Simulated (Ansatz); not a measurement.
Potential energy curve for Al2(mu-OH)2(OMe)4, C₄H₁₄Al₂O₆, singlet. The Al1–O22 bond (Al1 also carries Al, O, O, O; O22 carries C) is pulled apart rigidly from the PBE0/def2-SVP optimised geometry.

Method: unrestricted PBE0/def2-SVP (Ansatz, a quantum-chemistry and plane-wave program).

### Question
Relative to R = 1.70 Å, what are the energies at R = 1.48, 1.75, 2.82, 4.97 Å?

### Answer
23.6 kcal/mol at 1.48 Å, 0.8 kcal/mol at 1.75 Å, 94.6 kcal/mol at 2.82 Å, 118.6 kcal/mol at 4.97 Å.

The unrestricted determinant behind UKS-PBE0 is spin-contaminated at 2.82 to 4.97 Å (<S²> up to 1.0, against 0.00 for a pure singlet).
